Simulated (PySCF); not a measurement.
A geometry optimisation on `[F][Hf]([F])([F])[F]`.

Computed with PBE0-D3(BJ)/def2-SVP geometry optimisation, gas phase, def2 core potentials past Kr (PySCF 2.14.0). Start geometry: GFN2-xTB. The input is one job of a driver script: a line of settings, then coordinates in Å.

Input:
```
{"job": {"xc": "PBE0", "basis": "def2-SVP", "d3": "d3bj", "grid": 1, "maxiter": 30, "shake": 0.03, "kind": "geom"}, "charge": 0, "multiplicity": 1}
Hf     0.061360    -0.077420     0.012090
F     -0.008120    -0.028420     1.813400
F      1.654050     0.003090    -0.641040
F     -0.764570     1.497130    -0.600010
F     -0.867860    -1.504850    -0.646560
```

Q: Estimate the output.

A: 
```
step   0  E = -446.98946221  max force = 0.156263
step   1  E = -447.02722900  max force = 0.006195
step   2  E = -447.02762186  max force = 0.002593
step   3  E = -447.02778098  max force = 0.001064
step   4  E = -447.02781443  max force = 0.000680
step   5  E = -447.02784302  max force = 0.000648
step   6  E = -447.02792118  max force = 0.002727
step   7  E = -447.02799821  max force = 0.001723
step   8  E = -447.02812687  max force = 0.000533
step   9  E = -447.02817105  max force = 0.000425
step  10  E = -447.02819134  max force = 0.000410
step  11  E = -447.02822230  max force = 0.000325
step  12  E = -447.02822333  max force = 0.000172
optimisation converged
```

Energies in Eh; «max force» is the largest Cartesian gradient component in Eh/bohr.

Q: Give the first gradient maximum in eV/Å.

A: With 1 Eh/bohr = 51.422 eV/Å, 8.035 eV/Å.

Q: How much energy does the optimisation release, in kJ/mol?

A: E(step 0) − E(last step) = 0.038761 Eh, which is 101.8 kJ/mol.

Main results: final energy -447.02822 Eh after 12 steps; dipole 0.02 D.

Q: Give the final coordinates.

A: 0.105 Å rms from the input after alignment:
```
atom  x, y, z in Å
Hf1    0.0165   -0.0229   -0.0119
F2    -0.3100   -0.0624    1.8631
F3     1.8918   -0.0652   -0.3372
F4    -0.7182    1.5723   -0.7458
F5    -0.8054   -1.5323   -0.8303
```

Q: Estimate the wall time. Hardware: one thread, Arm Neoverse V1 (aarch64), no GPU, shared host. And the peak memory of the process?

A: About 48 s, with 0.33 GiB resident at the peak, the Python interpreter and its libraries included.
Labels such as C1 count atoms from 1, the log's own numbers from 0.
